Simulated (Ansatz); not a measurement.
Basis-set extrapolation for `CC(C)(C)CC(C)(C)C` (PBE0-D4/def2-TZVP geometry, frozen core, Ansatz 0.2.0). Multiplicity 1, RHF reference.

|  | def2-TZVPP | def2-QZVPP |
| --- | --- | --- |
| HF | -352.584180 | -352.600719 |
| MP2 correlation | -1.610680 | -1.708077 |
| CCSD(T) correlation | -1.775715 | not run |

Energies in hartree. Use E(X) = E(∞) + A·exp(−7.88·√X) for Hartree–Fock and E(X) = E(∞) + B·X^(−2.97) for correlation, with X = 3 and 4, and add CCSD(T) minus MP2 of the smaller set to the MP2 limit.

Task: What is the CCSD(T) energy at the basis-set limit?

Result: HF limit: -352.600719 + (-0.016539) × 0.13774 = -352.60300. MP2 limit: -1.708077 + (-0.097397) × 0.74074 = -1.78022. Higher-order term: -1.775715 − (-1.610680) = -0.16504. Total: -354.54826 hartree, 494.6 kJ/mol below CCSD(T)/def2-TZVPP.
